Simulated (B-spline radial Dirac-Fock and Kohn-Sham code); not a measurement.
**What relativity does to the binding energies of Gd⁵⁵⁺**

System: gadolinium as Gd⁵⁵⁺, [He] 2s2 2p5.

Both columns are ΔSCF binding energies of the configuration average from a radial finite-basis atomic code: non-relativistic Hartree-Fock with a point nucleus, and Dirac-Fock with a finite nucleus and the Coulomb interaction alone, averaged over the two j levels with weights 2j+1.

```csv
shell,Hartree-Fock (eV),Dirac-Fock (eV),shift (eV),shift (%)
1s,52031.9,55149.2,+3117.24,+5.99
2s,11768.3,12656.5,+888.20,+7.55
2p,11480.5,11823.0,+342.54,+2.98
```

Relativity binds 1s, 2s, 2p more strongly, among those listed most of all 2s in relative terms.

Values without a named source are computed, but for edge energies of neutral atoms, which are taken from tables.
